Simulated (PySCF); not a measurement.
## Radial density of Hg²⁺ (mercury, charge +2)

B2PLYP, [Xe] 4f14 5d9 6p1, one real determinant (an excited configuration). Computed with PySCF 2.14 in aug-cc-pVTZ-PP with one added diffuse shell each of s, p, d, f, g type with ECP60MDF (7s7p6d4f3g, 113 functions), with a scalar-relativistic core potential. This is the valence pseudo-density: the core potential removes the inner electrons and smooths the orbitals near the nucleus.

```
r (bohr)  4πr²ρ (e/bohr)  4πr²(ρα − ρβ)
  0.0457       1.574e-05         0.0000
  0.0768       3.976e-05         0.0000
   0.129       0.0002210         0.0000
   0.217        0.004476         0.0002
   0.366          0.2297         0.0073
   0.615           6.935         0.2286
    1.03           17.73         0.9110
    1.74           5.408         0.6533
    2.93          0.7492         0.4493
    4.92         0.06375         0.0625
    8.28       7.863e-05         0.0001
    13.9       1.172e-05         0.0000
```

⟨L²⟩ = 8.03 against 12 for a pure F term, so this real determinant mixes terms. Energies and moments cover only the electrons outside the core potential. Spin-orbit coupling, absent here, splits the open shell strongly.
